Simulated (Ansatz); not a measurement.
A structure relaxed at r2SCAN/def2-TZVP in Ansatz, charge 1, doublet:

```xyz
7

Be   -0.921    0.753   -0.306
Be    0.394   -0.260   -1.658
Be    0.920   -0.746    0.313
Be    0.187    1.139    1.360
Be   -0.851   -0.696    1.362
Be    0.958    1.444   -0.566
Be   -0.687   -1.634   -0.504
```

Question: Give its formula.

Answer: Be₇⁺ (the lowest doublet isomer of a short search).

Question: Summarise the bond lengths by kind (pairs closer than 1.2 times the sum of covalent radii, bridged metal pairs left out).

Answer: 13 × Be–Be 2.01 to 2.28 Å.

The charge 1 doublet is spin-contaminated (final ⟨S²⟩ up to 2.35, 0.75 for a pure state). The relaxation made no stability test and no search for a lower SCF solution. The structure comes from a short search, and lower isomers may exist.
